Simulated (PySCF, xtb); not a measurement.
Si(OSiH3)(F)2(Me) (CH6F2OSi2), SMILES C[Si](F)(F)O[SiH3]. One conformer was computed; it need not be the lowest.

Harmonic wavenumbers (cm⁻¹) from GFN2-xTB in xtb 6.7.1 at its own minimum, in rising order: 13, 48, 64, 64, 165, 167, 240, 256, 300, 555, 598, 624, 752, 755, 770, 809, 809, 846, 889, 891, 1129, 1385, 1468, 1468, 2274, 2281, 2294, 3048, 3049, 3054.

Q: What does ωB97X-D3(BJ)/def2-SVP in PySCF give at its own minimum? (An estimate is asked for; the answer gives what the named calculation found.)

A: 25, 44, 67, 118, 198, 211, 311, 331, 385, 595, 741, 745, 750, 786, 827, 921, 963, 972, 974, 1002, 1127, 1304, 1436, 1437, 2272, 2277, 2289, 3082, 3188, 3190. Paired by order, the mean absolute difference is 61 cm⁻¹ and the zero-point energies are 44.4 and 46.6 kcal/mol.
